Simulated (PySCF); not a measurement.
## Mo²⁺ (molybdenum, charge +2): UHF calculation

Configuration: [Kr] 4d3 5p1, one real determinant (an excited configuration). Computed with PySCF 2.14 in aug-cc-pwCVDZ-PP with ECP28MDF (6s6p5d3f, 70 functions), with scalar relativity through the core potential.

```json
{
 "Total energy": "-66.224293 hartree",
 "One-electron energy": "-104.9046 hartree",
 "Hartree (Coulomb) energy": "45.3572 hartree",
 "Exchange energy": "-6.6769 hartree",
 "⟨S²⟩": "6.0043",
 "⟨L²⟩": "14.061",
 "Sum of ⟨r⟩": "18.08 bohr",
 "Sum of ⟨r²⟩": "35.88 bohr²",
 "Traceless quadrupole moment −½Σ⟨3z² − r²⟩ along its main axis": "-5.25 e·bohr²"
}
```

| shell | electrons | mean orbital energy (hartree) | spread (hartree) | rms radius, mean of both spins (bohr) |
| --- | --- | --- | --- | --- |
| 4s α | 1 | -3.88665 | 0 | 1.18 |
| 4s β | 1 | -3.70495 | 0 | 1.18 |
| 4p α | 3 | -2.74579 | 0.00015 | 1.31 |
| 4p β | 3 | -2.51058 | 0.01763 | 1.31 |
| 4d α | 3 | -1.18628 | 0.00764 | 1.76 |
| 5p α | 1 | -0.62447 | 0 | 3.67 |

⟨L²⟩ = 14.06 against 20 for a pure G term, so this real determinant mixes terms. Energies and moments cover only the electrons outside the core potential.
